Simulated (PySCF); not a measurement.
F4Zr, singlet, at a GFN2-xTB geometry (such geometries of metal compounds can be far from the true shape) (all electrons, no relativity). Base run: HF/3-21G in PySCF.

Here is a job for PySCF.
```python
from pyscf import gto, scf

mol = gto.M(
    atom='''
Zr   -0.000000    0.000000    0.000000
F     1.177638    0.863614   -1.123731
F     0.929887   -1.154669    1.094294
F    -1.219428   -0.951239   -1.001785
F    -0.888098    1.242295    1.031222
''',
    basis='3-21g',
    charge=0,
    spin=0,
    verbose=3,
)

mf = scf.RHF(mol)
mf.kernel()
```

Variants of this job, named by their change:

```tsv
change	basis functions	E (Eh)	HOMO (eV)	HOMO-LUMO gap (eV)
base	72	-3918.02219	-16.60	17.98
basis = x2c-SVPall; relativity = spin-free X2C	109	-3994.09852	-17.61	18.76
basis = x2c-SVPall; relativity = none	109	-3902.39605	-17.57	18.75
basis = jorge-DZP-DKH; relativity = spin-free X2C; nucleus = Gaussian (with nucmod='G')	108	-3994.54370	-17.60	19.32
basis = cc-pVTZ-DK; relativity = spin-free X2C	197	-3994.83404	-17.50	18.50
basis = cc-pVTZ-DK; relativity = spin-free X2C; nucleus = Gaussian (with nucmod='G')	197	-3994.78565	-17.50	18.50
basis = jorge-DZP-DKH; relativity = spin-free X2C	108	-3994.58297	-17.60	19.32
basis = jorge-DZP-DKH; relativity = none	108	-3919.12013	-17.56	19.34
basis = cc-pVTZ-DK; relativity = none	197	-3889.73927	-17.46	18.49
basis = x2c-SVPall; relativity = spin-free X2C; nucleus = Gaussian (with nucmod='G')	109	-3994.06419	-17.61	18.76
```

Total energies compare only within one method and basis.

Basis sets contracted for a relativistic Hamiltonian are a mismatch without it, so the rows without relativity aren't non-relativistic limits. No row has spin-orbit coupling; sets with core potentials leave out the core electrons.
